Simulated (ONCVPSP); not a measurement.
**An odd input for ONCVPSP 4.0.1 (silicon)**

Command:

```bash
oncvpsp.x < Si.dat > Si.out
```

Input:

```
# ATOM AND REFERENCE CONFIGURATION
# atsym  z   nc   nv     iexc    psfile
  Si 14.00    1    4        4      upf
#
#   n    l    f
    1    0    2.00
    2    0    2.00
    2    1    6.00
    3    0    1.00
    3    1    3.00
#
# PSEUDOPOTENTIAL AND OPTIMIZATION
# lmax
    1
#
#   l,   rc,      ep,       ncon, nbas, qcut
    0    0.80    0.00    6    7   12.60
    1    1.05    0.00    4    8   14.30
#
# LOCAL POTENTIAL
# lloc, lpopt,  rc(5),   dvloc0
    4    5    0.60    0.00
#
# VANDERBILT-KLEINMAN-BYLANDER PROJECTORs
# l, nproj, debl
    0    2    1.10
    1    2    1.50
#
# MODEL CORE CHARGE
# icmod, fcfact, rcfact
    3    1.75    1.70
#
# LOG DERIVATIVE ANALYSIS
# epsh1, epsh2, depsh
   -7.00    5.00    0.04
#
# OUTPUT GRID
# rlmax, drl
    6.00    0.01
#
# TEST CONFIGURATIONS
# ncnf
    4
# nvcnf
#   n    l    f
    4
    2    0    2.00
    2    1    6.00
    3    0    2.00
    3    1    2.00
#
    4
    2    0    2.00
    2    1    6.00
    3    0    2.00
    3    1    1.00
#
    4
    2    0    2.00
    2    1    6.00
    3    0    2.00
    3    1    0.00
#
    4
    2    0    2.00
    2    1    6.00
    3    0    2.00
    3    1    1.50
#
```

This is an input that runs to its end, with one change: ncon of l = 0 set to 6.

Question: How does the run end?

Answer: The program refuses the input: "test_data: must have 3 <= ncon <= 5, l= 0".

```
ONCVPSP  (Optimized Norm-Conservinng Vanderbilt PSeudopotential)
scalar-relativistic version 4.0.1

test_data: must have 3 <= ncon <= 5, l=   0
test_data: must have ncon+3 <= nbas <= ncon+5, l=   0
 for nproj=2
ERROR: test_data found   2 ERROR; stopping
```
